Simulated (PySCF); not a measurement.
# Sn₂S: from structure and modes to constants

These are results of PBE0 in PySCF with S def2-SVP, Sn def2-SVP with ECP28; scalar-relativistic core potentials, no spin–orbit coupling; density-fitted integrals, not measurements.

The singlet minimum has C2v symmetry. Masses (u): S 31.97207, Sn 119.90220.

```xyz
3
charge 0 multiplicity 1, angstrom
S     0.0000    0.0000   -1.7472
Sn    1.4571    0.0000    0.2329
Sn   -1.4571    0.0000    0.2329
```

Harmonic wavenumbers (cm⁻¹): 164.9 (a1, ×1), 268.2 (b2, ×1), 388.4 (a1, ×1).

Find the principal moments of inertia and the rotational constants. What kind of rotor is it?

About the centre of mass I = 110.61, 509.16, 619.77 u Å². With B = 16.8576/I this gives 0.1524, 0.03311, 0.0272 cm⁻¹. The molecule is an asymmetric top with κ = -0.91.

Find the vibrational entropy and heat capacity at 298.15 K.

With u = 1.43878 ω/T, each mode gives S = R[u/(eᵘ−1) − ln(1−e⁻ᵘ)] and C = R u² eᵘ/(eᵘ−1)².
| ω (cm⁻¹) | u | S (J/(mol K)) | C (J/(mol K)) |
| --- | --- | --- | --- |
| 164.9 | 0.796 | 10.43 | 7.89 |
| 268.2 | 1.294 | 6.73 | 7.24 |
| 388.4 | 1.874 | 4.21 | 6.25 |
The sums over all modes are S = 21.4 and C = 21.4 J/(mol K); the softest mode gives 49 % of the entropy.

Other isomers or separated fragments may lie lower.
